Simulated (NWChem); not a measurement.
Species: SiH$_{3}$O$_{2}$F; SMILES O[SiH](O)F

```xyz
7

Si     0.0294    -0.0293     0.3588
O      0.4948    -1.5170    -0.1934
O     -1.5157     0.2727    -0.1831
F      0.9856     1.1671    -0.2213
H      0.1924    -0.0480     1.8349
H      0.2479    -1.7129    -1.1146
H     -1.7659     1.2104    -0.2484
```
Atoms are numbered in this order, from 1.

Computed with NWChem. All runs use the structure optimised with PBE-D3(BJ)/def2-SVP. Level: PBE0/def2-SVP with SMD (1 M gas to 1 M solution), gas-phase geometry. Reactions with the solvent are ignored.

```json
[
 {"solvent": "water", "dielectric constant": "78.4", "solvation free energy (kcal/mol)": "-8.1", "cavity-dispersion-structure term (kcal/mol)": "2.7", "dipole in solution (D)": "1.94"},
 {"solvent": "cyclohexane", "dielectric constant": "2.02", "solvation free energy (kcal/mol)": "-3.2", "cavity-dispersion-structure term (kcal/mol)": "-0.5", "dipole in solution (D)": "1.69"},
 {"solvent": "acetone", "dielectric constant": "20.5", "solvation free energy (kcal/mol)": "-6.7", "cavity-dispersion-structure term (kcal/mol)": "-0.9", "dipole in solution (D)": "1.83"},
 {"solvent": "cyclohexanone", "dielectric constant": "15.6", "solvation free energy (kcal/mol)": "-5.7", "cavity-dispersion-structure term (kcal/mol)": "-0.8", "dipole in solution (D)": "1.80"}
]
```
